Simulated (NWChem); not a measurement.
H2S2 cation, doublet; SMILES of the neutral closed-shell parent SS

```xyz
4

S      0.0478    -1.0029     0.0000
S     -0.0478     1.0029     0.0000
H     -1.3065    -1.1629     0.0000
H      1.3065     1.1629     0.0000
```
Atoms are numbered in this order, from 1.

Program: NWChem. Spin-unrestricted. Medium grid unless said otherwise, to which SCAN and Minnesota functionals are sensitive. In the optimisation the excess spin sits in bg (C2h, its own frame). Structure relaxed at the PBE0/def2-SVP, spin-unrestricted level. This spin state was assumed; another may lie lower. No stability test was run on the SCF state. Total energies of different functionals are on different scales.

| level | energy (Ha) | highest occupied level (eV) | lowest empty minus highest occupied level, either spin (eV) | <S²> | relative time |
|---|---|---|---|---|---|
| B3LYP/def2-TZVP | -797.3206 | -13.99 | 2.83 | 0.755 | 1 |
| PBE/def2-TZVP | -796.9466 | -12.95 | 1.13 | 0.753 | 1 |
| revPBE/def2-TZVP | -797.1490 | -12.93 | 1.17 | 0.753 | 1 |
| PW6B95/def2-TZVP | -797.9297 | -14.31 | 3.37 | 0.755 | 1 |
| TPSSh/def2-TZVP | -797.3228 | -13.64 | 2.25 | 0.756 | 1 |
| LC-BLYP (range parameter 0.33 per bohr)/def2-TZVP | -796.8276 | -16.52 | 7.65 | 0.757 | 6 |
| r2SCAN/def2-TZVP | -797.2301 | -13.33 | 1.67 | 0.757 | 1 |

Times are rough ratios from one shared machine.
